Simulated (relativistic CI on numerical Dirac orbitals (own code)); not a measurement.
Spin-orbit doublets in the photoemission of tellurium

Problem. Photoelectron lines from p, d and f shells are doublets, and peak fits need their splitting and area ratio. Find both for the 3d line of tellurium, from the calculated spin-orbit constant ζ(3d) = 4.147 eV of the closed-shell ion Te⁴⁺ with one hole. Is the doublet resolved if instrument, lifetime and solid give each line a width of 2.0 eV (assumed)?

Working.
1. One hole with l = 2 gives j = 5/2 and j = 3/2. For a hole the level of higher j has the lower binding energy.
2. The splitting is (l + ½)ζ = 2.5 × 4.147 = 10.37 eV.
3. The areas follow 2j + 1: 6 : 4, so the weaker line has 0.667 of the stronger one's area, if the radial matrix elements are equal.
4. Splitting over width is 5.18: two separate peaks.

Check. The difference of tabulated binding energies of the element (M4 less M5; Elam, Ravel and Sieber, Radiat. Phys. Chem. 63, 121 (2002), rounded to 0.1 eV or more) is 10.4 eV.

All doublets of Te⁴⁺, calculated as differences of Dirac-Coulomb-Breit total energies with one hole (eV):

```csv
Shell,Calculated,Without Breit and QED,"Tabulated, element"
2p,271.1,274.5,271.0
3p,51.7,52.33,50.0
3d,10.4,10.68,10.4
4p,9.81,9.937,
4d,1.463,1.507,1.5
```

The Breit and QED terms lower the splittings by 1.2 to 2.9 %. The 4p hole of the elements from Cd to Xe decays so fast that 4p1/2 is no sharp line in experiment.
